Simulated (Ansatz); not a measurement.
The lowest singlet and triplet of C6H6 (SMILES C=C1C=CC=C1); geometries from B3LYP-D3(BJ)/def2-TZVP, each state relaxed from the structure named, with no frequency check.
Singlet at the triplet's geometry (charge 0, multiplicity 1):
```xyz
12

C      2.130    -0.053     0.379
C      0.763    -0.019     0.136
C     -0.123    -1.130     0.003
C     -1.473    -0.643    -0.248
C     -1.436     0.715    -0.271
C     -0.060     1.135    -0.035
H      2.705     0.858     0.462
H      2.653    -0.991     0.493
H      0.164    -2.169     0.076
H     -2.342    -1.267    -0.388
H     -2.268     1.382    -0.433
H      0.285     2.158     0.004
```

A positive gap puts the triplet lower; no zero-point energy. R- takes a restricted singlet. The triplet is unrestricted in single-reference levels.

Frozen-core correlation.

Codes used: Ansatz (Gaussian orbitals). 

Give the gap E(singlet) − E(triplet), vertical, at the triplet's geometry at the level R-HF/cc-pVDZ.

0.57 eV

What gap E(singlet) − E(triplet), vertical, at the triplet's geometry does R-CCSD(T)/cc-pVDZ give?

-1.01 eV

Estimate the gap E(singlet) − E(triplet), vertical, at the triplet's geometry that R-r2SCAN/def2-TZVPP returns for this input.

-0.55 eV

Doubts at one or more of the structures used: a restricted determinant that unrestricted orbitals would lower (R-HF/cc-pVDZ, R-r2SCAN/def2-TZVPP, R-CCSD(T)/cc-pVDZ); a spin-contaminated determinant (R-HF/cc-pVDZ, R-CCSD(T)/cc-pVDZ).

Ansatz is an electronic-structure program.
